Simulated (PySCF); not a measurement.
These are PBE-D3(BJ)/def2-TZVP // PBE0-D4/def2-TZVP (PySCF) values and carry that method's errors. Isolated molecules, 0 K electronic values unless said otherwise. Excitations are Tamm–Dancoff values on a coarser integration grid. The basis has no diffuse functions, so Rydberg states are missing or too high.

Reference species (SMILES): `CC#CN` (neutral, multiplicity 1).

The S1–T1 gap (TDA) is 0.23 eV and the S1 oscillator strength is 0.004.

Changed species: `CN=C=C`.

Question: What does the change do to the S1–T1 gap (TDA) and S1 oscillator strength?

Answer: the S1–T1 gap (TDA) increases by 0.24 eV, to 0.47 eV; the S1 oscillator strength stays essentially unchanged.
